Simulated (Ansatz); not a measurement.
Geometry optimisation, RKS PBE0-D4/def2-SVP in Ansatz 0.2.0.

Input:

```yaml
crystal:
  periodic: [false, false, false]
  atoms:
    - { symbol: B, position_ang: [-0.75707, 1.49702, -0.03428] }
    - { symbol: C, position_ang: [0.58776, 0.99456, -0.1632] }
    - { symbol: "N", position_ang: [1.73194, 1.61842, -0.5557] }
    - { symbol: C, position_ang: [1.58326, 3.02776, -0.59644] }
    - { symbol: H, position_ang: [-1.7084, 1.77624, -0.68432] }
    - { symbol: H, position_ang: [0.72401, -0.10514, -0.18238] }
    - { symbol: H, position_ang: [2.50489, 3.48887, -0.98637] }
    - { symbol: H, position_ang: [1.37686, 3.50895, 0.39686] }
    - { symbol: H, position_ang: [0.7309, 3.36477, -1.24943] }
total_charge: -1
basis:
  gaussian: { orbitals: def2-SVP }
hamiltonian:
  xc: pbe0
  dispersion: d4
relax:
  f_tol: 0.015
  max_steps: 40
```

Run as:

```bash
$ ansatz run input.yaml --threads 1 --pin off --max-ram 2048MiB --backend cpu --events-out ev --progress --plain --runs-dir out
```

Task: Where does it end, and by what steps?

Result: It converged. Limits of this set-up: an anion without diffuse functions, the dipole of an ion depends on the origin. After 15 steps the energy has fallen by 0.365 eV; H9 moved furthest, 0.50 Å.

| step | energy less start (eV) | largest force component (eV/Å) | accepted |
| --- | --- | --- | --- |
| 0 | 0.0000 | 2.377 | yes |
| 1 | -0.1490 | 2.570 | yes |
| 2 | -0.2335 | 1.673 | yes |
| 3 | -0.3148 | 0.381 | yes |
| 4 | -0.3400 | 0.444 | yes |
| 5 | -0.3533 | 0.314 | yes |
| 6 | -0.3565 | 0.264 | yes |
| 7 | -0.3608 | 0.129 | yes |
| 8 | -0.3575 | 0.251 | no |
| 9 | -0.3630 | 0.128 | yes |
| 10 | -0.3640 | 0.220 | yes |
| 11 | -0.3647 | 0.049 | yes |
| 12 | -0.3649 | 0.048 | yes |
| 13 | -0.3651 | 0.027 | yes |
| 14 | -0.3652 | 0.016 | yes |
| 15 | -0.3652 | 0.007 | yes |

```xyz
9
Properties=species:S:1:pos:R:3
B -0.788 1.475 0.254
C 0.548 1.122 -0.317
N 1.709 1.636 -0.632
C 1.661 3.064 -0.659
H -1.801 1.403 -0.439
H 0.522 -0.009 -0.263
H 2.678 3.508 -0.690
H 1.128 3.489 0.233
H 1.118 3.483 -1.542
```

The run took 40 s on 1 CPU thread of a shared host.
